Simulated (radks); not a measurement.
Values are calculated unless marked as measured or tabulated.
Q: These are the eigenvalues of the occupied orbitals of an atom or ion with whole-number occupations (eV). Level of theory: non-relativistic Kohn-Sham, LB94 model potential, spin-polarised, spherical densities, point nucleus (a radial shooting solver on a logarithmic mesh with Libxc functionals).

| orbital | eigenvalue |
|---|---|
| 1s down | -59594.26 |
| 1s up | -59594.13 |
| 2s down | -13075.50 |
| 2s up | -13075.24 |
| 2p up | -12734.37 |
| 2p down | -12732.34 |
| 3s up | -5439.210 |
| 3s down | -5430.338 |
| 3p up | -5316.297 |

Which element is it, and in what charge state? The configuration may be excited. Open shells, if any, are filled with parallel spins first.

A: Z = 69, thulium, charge +56: Tm56+ in [Ne] 3s2 3p1. The list shows which subshells hold electrons but not how many an open one holds; the 1s level, -2190 hartree, gives Z - s = 66.2 by -(Z - s)^2/2, which with screening narrows Z to a few neighbours, and the depths of the outer levels then fix element, charge and occupations together.
